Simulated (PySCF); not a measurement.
W(NH)(S)(Br)(OH) (BrH2NOSW), SMILES [NH]=[W](=[S])([OH])[Br], multiplicity 1. The structure is a stationary point at PBE-D3(BJ)/def2-SVP. The multiplicity is an assumed one; no other spin state was optimised. The structure was generated by enumeration; whether it is a known compound was not checked. The def2 effective core potentials stand for the cores of W; spin–orbit coupling is left out. The values are those of a single conformer.

Computed equilibrium geometry at PBE-D3(BJ)/def2-SVP (PySCF confirms it by a frequency run) as a Z-matrix (one conformer of several):
```
W
N 1 1.7557
H 2 1.0257 1 153.10
O 1 1.8966 2 108.51 3 -123.76
H 4 0.9755 1 122.93 2 -7.33
S 1 2.1545 2 108.62 3 -5.24
Br 1 2.4443 2 107.28 3 112.73
```
